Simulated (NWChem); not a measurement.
**Total energies of CSi**

```xyz
2

Si     0.0000     0.0000     0.5212
C      0.0000     0.0000    -1.2161
```
Charge 0, spin multiplicity 3.

The numbers come from NWChem runs, not from measurements. The geometry was optimised at UPBE/def2-SVP, a minimum by its harmonic frequencies.

Basis set: cc-pVDZ (32 functions).

```
method                         total energy (Ha)
-----------------------------  -----------------
UHF                                   -326.62608
UMP2                                  -326.75496
UB2PLYP                               -327.20898
UPBE                                  -327.17803
UB3LYP                                -327.39261
ULC-wPBE (omega 0.3 per bohr)         -327.19518
```

Total energies of different functionals aren't comparable as a measure of quality: only differences taken within one method are. 

The correlated methods keep 6 core orbitals frozen. B3LYP has NWChem's definition, with VWN1-RPA local correlation. This spin state was chosen for the runs; another may lie lower. The structure started from a generated list of species. The unpaired electrons of the parent sit in orbitals of symmetry a1 and b2 (C2v labels of the run); other states weren't searched. No SCF solution was tested for a lower state. Open-shell Hartree-Fock references start from PBE0 orbitals.
